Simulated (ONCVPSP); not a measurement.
# Ranking ONCV potentials for B

All share these settings but for the change named:

```json
{
 "Element": "boron",
 "Generator": "ONCVPSP 4.0.1",
 "Type": "optimised norm-conserving Vanderbilt (ONCV)",
 "Functional": "PBEsol",
 "Relativity": "scalar-relativistic",
 "Frozen core": "[He]",
 "Valence charge": "3",
 "Reference configuration": "2s1 2p2",
 "Partial waves": "2s: rc 1.70 bohr, ncon 4, nbas 8, qcut 4.8 1/bohr, 1 projector; 2p: rc 2.80 bohr, ncon 4, nbas 8, qcut 4.7 1/bohr, 2 projectors, debl 1.9 Ha; d scattering state at 0.19 Ha: rc 2.30 bohr, ncon 4, nbas 7, qcut 4.4 1/bohr, 1 projector",
 "Local potential": "polynomial inside 1.25 bohr (lpopt 5, dvloc0 0 Ha)",
 "Core correction": "none"
}
```

Test errors are all-electron minus pseudo excitation energies from the reference, over 2s2 2p1; 2s2 2p0; 2s1 2p0; 2s2 2p0.5. None of these files shows a bound ghost.

The base gives 400.0 meV.

Of 5 variants that were run, those that failed, showed a ghost or another fault, or gave nearly equal values are left out.

(1) Rank these variants by their largest absolute test error, smallest first.
A. s: qcut 5.2; p: qcut 5.1; d: qcut 4.8
B. s: qcut 7; p: qcut 6.8; d: qcut 6.4
C. s: qcut 6.1; p: qcut 5.9; d: qcut 5.6
D. s: qcut 3.3; p: qcut 3.3; d: qcut 3.1
E. s: qcut 3.9; p: qcut 3.8; d: qcut 3.6

Results:

(1) B (246.0 meV), C (285.7 meV), A (353.7 meV), E (541.5 meV), D (666.7 meV).
